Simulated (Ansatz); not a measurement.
`C[O][AlH][SH]` + `[CH2]1[AlH][AlH]1` → `C[CH]1[AlH][AlH]1` + `[OH][AlH][SH]`  (formal exchange of groups at a C–O bond)

Computed with Ansatz on PBE0-D4/def2-TZVP structures; ΔE is electronic, products minus reactants. CBS: MP2 limit from def2 TZ/QZ plus the TZ coupled-cluster correction, frozen cores. Functionals use def2-TZVPP. Each species was taken in one conformer, which may not be the lowest.

```csv
level,ΔE (kJ/mol),difference from CCSD(T)/CBS
LDA (SPW92),-48.5,-0.8
revPBE-D4,-47.6,0.1
r2SCANh-D4,-45.1,2.6
CAM-B3LYP-D4,-38.0,9.7
ωB97X-V,-40.4,7.3
B2PLYP,-43.0,4.7
PBE-QIDH,-48.5,-0.8
PBE,-47.1,0.6
revPBE,-46.8,0.9
BLYP,-39.2,8.5
BHLYP,-36.6,11.1
CCSD/def2-TZVPP,-43.0,4.7
CCSD(T)/def2-TZVPP,-45.4,2.3
HF/CBS(def2),-28.7,19.0
MP2/CBS(def2),-54.5,-6.8
CCSD/CBS(def2),-45.3,2.4
CCSD(T)/CBS,-47.7,0
```

Largest T1 diagnostic among the species: 0.014.

Leaving LDA and LC-ωPBE aside and taking each functional with its dispersion term where it has one, the values, not all of them listed here, spread over 11.0 kJ/mol, from PBE-QIDH to BHLYP-D4. At CCSD(T), def2-SVP lies +8.5 kJ/mol from the extrapolated value and def2-TZVPP +2.3 kJ/mol.
